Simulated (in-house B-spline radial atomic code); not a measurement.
Sb. Computed with a B-spline radial atomic code. Model: non-relativistic spherical atom: semilocal Troullier-Martins pseudo-atom, one channel per l, against all electrons, high spin, G0W0 and RPA with empty states to l = 8, local potential for every l without a channel, a model core (radius 0 = none) keeps its share of the functional.

Without relativity these are model numbers for so heavy an element.

What the tables leave out is listed at the end.

The pseudopotential gives back the lowest level of each angular momentum of its own functional in the configuration it was made in; a second state of the same l is only approximately right. Exact exchange, RPA and GW see the smooth pseudo-orbitals and miss the exchange with the core, for which the functional's share stands in. The column with an uncorrelated core keeps all orbitals and exact exchange, and so separates missing core correlation from pseudisation. Only the three outermost levels and the lowest empty one were computed. RPA here is direct RPA, with no exchange kernel, and its energies carry an (l + 1/2)⁻⁴ tail. A hybrid on a potential with a model core restores only its own semilocal share of the core's exchange.

Command:
```bash
python run_psgw.py task.json out
```
Settings (lengths in bohr, energies in hartree):
```
Z                      51
electrons              51
configuration          [Kr] 4d10 5s2 5p3
generated_in           [Kr] 4d10 5s2 5p3
functional             pbe,pbe
core_shells            7
radius_factor          1.15
core_correction        False
```

Cost of the run: 56 s on 1 thread of Arm Neoverse N1, on a shared host.

Given: made with PBE; model core radius 0 bohr; local radius 1.103 bohr; mean-field start PBE.

Valence shells of the generating configuration: 4p, 4d, 5s, 5p.

Channel: s 2.271, p 0.897, d 0.968 (radii in bohr).

Computed: largest level miss in the spin-unpolarised generating configuration 0.065 eV; valence RPA correlation energy all-electron orbitals -1.3028 hartree; all-electron RPA polarisability, core included 39.804 bohr³; pseudo-atom RPA polarisability 39.035 bohr³.

```tsv
level	occupied	mean-field all-electron (eV)	mean-field pseudo minus all (eV)	G0W0 all-electron (eV)	G0W0 uncorrelated core minus all (eV)	G0W0 pseudo minus all (eV)	exchange self-energy all-electron (eV)	exchange self-energy pseudo (eV)
5p up	1	-5.5335	-0.07	-8.9157	0.013	0.009	-14.638	-13.808
5p down (empty)	0	-3.6126	-0.057	-1.359	0.014	0.075	-4.1799	-3.2969
```

(1) What is the valence RPA correlation energy pseudo?

Given: mean-field start PBE0.

Computed: valence RPA correlation energy all-electron orbitals -1.2404 hartree; valence RPA correlation energy pseudo -1.384 hartree; pseudo-atom RPA polarisability 33.674 bohr³.

```tsv
level	occupied	mean-field all-electron (eV)	mean-field pseudo minus all (eV)	G0W0 all-electron (eV)	G0W0 uncorrelated core minus all (eV)	G0W0 pseudo minus all (eV)	exchange self-energy all-electron (eV)	exchange self-energy pseudo (eV)
5p up	1	-6.5875	0.028	-9.1906	0.015	0.086	-14.681	-13.763
5s down	1	-11.48	-0.509	-14.215	-0.016	-1.298	-14.529	-15.661
5p down (empty)	0	-2.7105	0.043	-1.1007	0.014	0.107	-3.8437	-3.0156
```

(2) What is the all-electron RPA polarisability, core included?

Given: mean-field start Hartree-Fock.

Computed: valence RPA correlation energy all-electron orbitals -1.0899 hartree; valence RPA correlation energy pseudo -1.2367 hartree; all-electron RPA polarisability, core included 25.374 bohr³.

```json
{"level": "5p up", "occupied": "1", "mean-field all-electron (eV)": "-9.1356", "mean-field pseudo minus all (eV)": "0.439", "G0W0 all-electron (eV)": "-9.5807", "G0W0 uncorrelated core minus all (eV)": "0.015", "G0W0 pseudo minus all (eV)": "0.331", "exchange self-energy all-electron (eV)": "-14.482", "exchange self-energy pseudo (eV)": "-13.301"}
{"level": "5s down", "occupied": "1", "mean-field all-electron (eV)": "-12.759", "mean-field pseudo minus all (eV)": "-2.764", "G0W0 all-electron (eV)": "-14.374", "G0W0 uncorrelated core minus all (eV)": "-0.009", "G0W0 pseudo minus all (eV)": "-1.755", "exchange self-energy all-electron (eV)": "-13.941", "exchange self-energy pseudo (eV)": "-17.854"}
```

(3) What is the pseudo-atom RPA polarisability?

Results:

(1) -1.443 hartree.

(2) 33.669 bohr³.

(3) 26.691 bohr³.

Among the listed levels the largest G0W0 shift of the pseudo-atom is -1.75 eV, for 5s down on the Hartree-Fock start, while leaving the core uncorrelated moves that level by -0.01 eV. So pseudisation and the lost core exchange, not the missing core correlation, make the error. Not in the tables (levels of low weight, unsolved or above zero; the highest and the empty levels are kept at any weight): on PBE the G0W0 levels 5s down (pseudo minus all -0.96 eV, weights 0.66 and 0.76), 5s up (pseudo minus all -1.24 eV, weights 0.07 and 0.07); on PBE0 the G0W0 levels 5s up (pseudo minus all +0.92 eV, weights 0.04 and 0.08); on Hartree-Fock the G0W0 levels 5s up (pseudo minus all -1.34 eV, weights 0.01 and 0.83).
